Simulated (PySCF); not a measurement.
**Radial density of In²⁺ (indium, charge +2)**

revPBE, [Kr] 4d9 5s2, 2D determinant (an excited configuration). All numbers are calculated (PySCF 2.14, a scalar-relativistic core potential, in aug-cc-pVTZ-PP with one added diffuse shell each of d, f type with ECP28MDF (6s5p5d3f, 67 functions)). This is the valence pseudo-density: the core potential removes the inner electrons and smooths the orbitals near the nucleus.

```
r (bohr)  4πr²ρ (e/bohr)  4πr²(ρα − ρβ)
 0.00929       1.321e-05         0.0000
  0.0156       3.041e-05         0.0000
  0.0263       5.862e-05         0.0000
  0.0442       0.0001152         0.0000
  0.0743       0.0003921         0.0000
   0.125        0.003589         0.0003
   0.210         0.05414         0.0043
   0.354           1.161         0.0693
   0.595           13.37         0.5818
    1.00           18.21         1.0235
    1.68           4.504         0.3070
    2.83          0.7843         0.0051
    4.76         0.02276        -0.0008
    8.01       7.503e-05         0.0000
    13.5       1.790e-05         0.0000
```

Energies and moments cover only the electrons outside the core potential.
